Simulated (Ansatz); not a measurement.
`C=[C](F)[GaH2]`, charge 0, multiplicity 1.

(1) Give a relaxed structure at PBE0-D4/def2-TZVP (the Gaussian-basis code of Ansatz). (Best estimate.)

## Answers

(1) The calculation gave: 
Cartesian coordinates in Å:
```
C -0.353 1.381 -0.030
C -0.065 0.207 -0.582
F -0.070 0.121 -1.934
Ga 0.371 -1.417 0.436
H -0.356 1.475 1.048
H -0.589 2.256 -0.628
H 0.698 -2.752 -0.306
H 0.364 -1.270 1.995
```
Point group Cs.
